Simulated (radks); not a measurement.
Fractional charge and spin in the 5p shell of europium: the spin-up occupation runs from 2 to 3 and the spin-down occupation from 2 to 3; the fullest corner is Eu+, [Kr] 4d10 4f(up 3.5, down 3.5) 5s2 6s(up 0.5, down 0.5) 5p(up 3, down 3). Calculated with a radial shooting solver on a logarithmic mesh with Libxc functionals: scalar-relativistic Kohn-Sham, BLYP, spin-polarised, spherical densities, finite nucleus; Fermi nuclear charge, rms radius of each element as measured or else 0.836 A^(1/3) + 0.57 fm. Energy (eV) minus the two flat planes that join the four corners (they meet along the diagonal where the two added fractions sum to one electron); zero is where a piecewise linear energy would lie.

down \ up,2,2.25,2.5,2.75,3
2,0.000,-1.149,-1.525,-1.138,0.000
2.25,-1.149,-1.473,-1.036,0.150,-1.061
2.5,-1.525,-1.036,0.200,-0.963,-1.404
2.75,-1.138,0.150,-0.963,-1.356,-1.045
3,0.000,-1.061,-1.404,-1.045,0.000

Corners above the fullest one (they belong to Eu2+ and the next ion): (up 3, down 2) 35.295 eV, (up 2, down 3) 35.295 eV, (up 2, down 2) 83.124 eV. With half an added electron in each spin the energy lies 0.200 eV from the planes, and with half an added electron in spin up alone -1.525 eV. The planes are only a guide here: the flat-plane condition holds for ground states with one frontier orbital, while this shell lies below other occupied shells, so the corners above the fullest one are inner-hole states and not the ground states of those ions.
